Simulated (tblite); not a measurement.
Compound: C6H4FO (doublet state).
Numbering: `[OH:1][c:2]1[cH:3][c:4][cH:5][c:6]([F:7])[cH:8]1` (hydrogens: H9 on O1; H10 on C3; H11 on C5; H12 on C8)

Cartesian coordinates in Å at the GFN2-xTB level; atoms count from 1:
```
atom  x, y, z in Å
O1    -2.1800    0.9002   -0.2996
C2    -0.9756    0.3045   -0.1313
C3    -0.8417   -1.0890   -0.0632
C4     0.4118   -1.5911    0.1069
C5     1.5561   -0.8612    0.2175
C6     1.3917    0.5203    0.1467
F7     2.4808    1.3066    0.2493
C8     0.1548    1.1082   -0.0247
H9    -2.8776    0.2358   -0.3590
H10   -1.7127   -1.7234   -0.1447
H11    2.5344   -1.2917    0.3513
H12    0.0592    2.1802   -0.0752
```

Method: GFN2-xTB as coded in tblite; computed harmonic values from a numerical Hessian at the method's own geometry, unscaled. Against measured fundamentals such values can be off by several per cent, at times by over 20. One conformer, not necessarily the lowest. Open shells enter through the occupations alone, without spin polarisation, and single modes of such species can be off by tens of per cent.

Problem. How many normal modes are there?

Solution. 12 atoms, non-linear: 3N − 6 = 30.

Problem. What is the point group of the computed structure, and how do the modes divide by symmetry?

Solution. Cs. The vibrations span 21 a′ + 9 a″.

Problem. How many distinct wavenumbers does the calculation give?

Solution. 30: Cs has no degenerate species.

Problem. How many fundamentals are allowed in the infrared by symmetry?

Solution. 30 of 30: in Cs every mode is allowed. All fundamentals are allowed in the Raman spectrum.

Problem. What zero-point energy do the modes add up to?

Solution. ½Σν̃ = 17606 cm⁻¹ = 210.6 kJ/mol (30 modes), 86.3 kJ/mol of it from above 1550 cm⁻¹.

Problem. What thermal excitation has the softest real mode at 200 K?

Solution. 203.5 cm⁻¹ is a vibrational temperature θ of 293 K. The population of v = 1 over v = 0 is exp(−θ/T) = 0.23, and the mean quantum number is 0.3.

Time: 0.28 s of wall time. Hardware: Arm Neoverse V1, one thread, shared host. The figure is for the frequency step alone.
